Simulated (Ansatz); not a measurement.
Consider the formal hydrolysis of a C–B bond: `BCB(C)O` + H₂O → `CB(O)CO` + BH₃.

Gas-phase electronic energies from Ansatz, PBE0-D4/def2-TZVP geometries. CBS: MP2 limit from def2 TZ/QZ plus the TZ coupled-cluster correction, frozen cores. This one scheme is used for every species. DFT in def2-TZVPP. B3LYP here is the variant with VWN-RPA as its local correlation; programs differ in this. Each species was taken in one conformer, which may not be the lowest.

CCSD(T)/CBS gives +135.4 kJ/mol.

Problem. Another level gave +129.9 kJ/mol. Which?
A. B3LYP/def2-TZVPP
B. HF/def2-TZVPP
C. ωB97M-V/def2-TZVPP
D. PBE0-D4/def2-TZVPP

Solution. C. ωB97M-V 129.9, B3LYP 122.5, PBE0-D4 135.1, HF/def2-TZVPP 107.3 kJ/mol.

Largest T1 diagnostic among the species: 0.012.

In def2-TZVPP, CCSD(T) changes the Hartree–Fock value by +22.8 kJ/mol (the triples alone add +2.9 kJ/mol) and MP2 by +31.3 kJ/mol. The D4 term adds +3.3 kJ/mol with B3LYP and +1.9 kJ/mol with PBE0; it sums over pairs of atoms, weighted by their polarisabilities, and B3LYP, whose exchange is more repulsive, gets the larger term.
